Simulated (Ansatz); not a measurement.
Reaction (ligand exchange at a Zr–O bond): `[CH3][Zr]([OH])([OH])[OH]` + dimethylamine → `C[N](C)[Zr]([CH3])([OH])[OH]` + H₂O

Program: Ansatz. Geometries: PBE0-D4/def2-TZVP. ΔE: electronic, gas phase. CCSD(T)/CBS is the MP2 limit (def2-TZVPP, def2-QZVPP) plus CCSD(T) − MP2 in def2-TZVPP, frozen cores. This one scheme is used for every species. DFT in def2-TZVPP. B3LYP here is the variant with VWN-RPA as its local correlation; programs differ in this. def2 core potentials past Kr. For Zr outer-core shells are correlated without core-valence functions, which leaves a few kJ/mol of doubt a bond. Each species was taken in one conformer, which may not be the lowest.

CCSD(T)/CBS gives +13.8 kcal/mol.

Question: Another level gave +14.0 kcal/mol. Which?
A. SCS-MP2/def2-TZVPP
B. B2PLYP/def2-TZVPP
C. LC-ωPBE/def2-TZVPP
D. B3LYP-D4/def2-TZVPP

Answer: A. SCS-MP2/def2-TZVPP 14.0, B2PLYP 16.2, LC-ωPBE 18.9, B3LYP-D4 15.0 kcal/mol.

Largest T1 diagnostic among the species: 0.016.

Leaving LDA and LC-ωPBE aside and taking each functional with its dispersion term where it has one, the values, not all of them listed here, spread over 4.5 kcal/mol, from revPBE-D4 to CAM-B3LYP-D4. LDA lies −1.3 kcal/mol from PBE without D4. From BLYP to BHLYP (50 % exact exchange), in def2-TZVPP and without D4, ΔE moves by +1.3 kcal/mol.
